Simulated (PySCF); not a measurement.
# ErBr3: breathing scan

Method: PBE0 in PySCF with Er lcecp-1-TZVP with ECP57, Br def2-TZVP; scalar-relativistic core potentials, no spin–orbit coupling; density-fitted integrals.

Rigid scan from the valence singlet (4f shell in the core) minimum (Er–Br 2.591 Å (×3); Br–Er–Br 120.0° (×3)). Coordinate: all bonds to the central atom scaled together. Energies in kJ/mol from the minimum.

(1) Predict the curve at 0.88, 0.92, 0.96, 1.00, 1.04, 1.08, 1.14, 1.22, 1.35.

## Answers

(1) 
```json
{"scale of all bonds to the centre": "0.88", "E (kJ/mol)": "246.9"}
{"scale of all bonds to the centre": "0.92", "E (kJ/mol)": "96.5"}
{"scale of all bonds to the centre": "0.96", "E (kJ/mol)": "21.3"}
{"scale of all bonds to the centre": "1.00", "E (kJ/mol)": "0.0"}
{"scale of all bonds to the centre": "1.04", "E (kJ/mol)": "16.6"}
{"scale of all bonds to the centre": "1.08", "E (kJ/mol)": "59.4"}
{"scale of all bonds to the centre": "1.14", "E (kJ/mol)": "154.4"}
{"scale of all bonds to the centre": "1.22", "E (kJ/mol)": "309.9"}
{"scale of all bonds to the centre": "1.35", "E (kJ/mol)": "573.8"}
```

At long bonds a restricted determinant can lie too high, and another spin state can fall below this curve.

The 4f shell sits in the core potential, so its spin is not counted.

The scan took of the order of 7 core-minutes on a shared host.
